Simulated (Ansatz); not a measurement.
Input file for C3H6AlN (`CC1=[C]([AlH2])N1`):

```yaml
crystal:
  periodic: [false, false, false]
  atoms:
    - {symbol: C, position_ang: [-1.520640, -1.205647, -0.016165]}
    - {symbol: C, position_ang: [-0.226398, -0.560670, -0.210761]}
    - {symbol: C, position_ang: [0.608898, 0.423029, -0.096494]}
    - {symbol: Al, position_ang: [1.242398, 2.161179, 0.327053]}
    - {symbol: N, position_ang: [0.997018, -0.907171, -0.857043]}
    - {symbol: H, position_ang: [-1.403009, -2.110169, 0.589051]}
    - {symbol: H, position_ang: [-1.915283, -1.522027, -0.986612]}
    - {symbol: H, position_ang: [-2.231672, -0.537165, 0.468731]}
    - {symbol: H, position_ang: [0.190435, 3.202428, 0.891686]}
    - {symbol: H, position_ang: [2.775227, 2.506728, 0.147857]}
    - {symbol: H, position_ang: [1.548323, -1.507415, -0.236606]}
basis:
  gaussian: {orbitals: def2-TZVPP}
correlation: {method: ccsd_t}
```

```sh
$ ansatz run in.yaml --threads 4 --pin off --events-out ev --progress --plain --max-ram 10444MiB
```

Output of Ansatz, abridged:

```
Functional definition: HF
1483 factors; integrals over basis functions are off by at most 1.4e-3 eV
mean field evaluation 1: about -11245.6779 eV, gradient 3.5e1 eV
mean field evaluation 2: about -11245.9436 eV, gradient 3.5e1 eV
mean field evaluation 4: about -11249.4519 eV, gradient 4.9e0 eV
mean field evaluation 8: about -11249.5303 eV, gradient 3.7e-1 eV
mean field evaluation 16: about -11249.5310 eV, gradient 1.6e-6 eV
mean field -11249.53100399 eV, -413.4126391906 hartree, gradient 1.6e-6 eV, S^2 0.000000; 0 other end points of the search recorded, 0 dependent functions left out; unrestricted orbitals would lower it
9 core orbitals not correlated: weight in the atoms' cores, before any rotation towards them, 1.000 or more for the frozen orbitals, at most 0.000 for the correlated occupied ones
reference -11249.53100399 eV, -413.4126391906 hartree; 13, 13 occupied and 228, 228 virtual orbitals, 1483 factors
second order -20.96560968 eV of doubles, -0.00000000 eV of singles
cycle   1  -21.14870215 eV  change   -1.8e-1 eV  update   1.1e-1
cycle   2  -21.77814530 eV  change   -6.3e-1 eV  update   3.5e-2
cycle   3  -21.91529037 eV  change   -1.4e-1 eV  update   1.7e-2
cycle   4  -21.90812886 eV  change    7.2e-3 eV  update   5.5e-3
cycle   5  -21.90707560 eV  change    1.1e-3 eV  update   2.7e-3
cycle   6  -21.90840334 eV  change   -1.3e-3 eV  update   1.1e-3
cycle   7  -21.90786708 eV  change    5.4e-4 eV  update   4.8e-4
cycle   8  -21.90770724 eV  change    1.6e-4 eV  update   2.3e-4
cycle   9  -21.90779493 eV  change   -8.8e-5 eV  update   1.3e-4
cycle  10  -21.90778931 eV  change    5.6e-6 eV  update   5.8e-5
cycle  11  -21.90777339 eV  change    1.6e-5 eV  update   3.0e-5
perturbative correction -1.03852442 eV, -0.0381650687 hartree
Total energy: -11272.47730180 eV, -414.2559000818 hartree
```

It took 110 s on 4 threads of an Arm Neoverse V1 on a shared host, with 5.3 GiB of host memory at the peak.

MP2 recovers 91.4 % of the CCSD(T) correlation energy and the triples give 4.5 %; T1 = 0.0130.
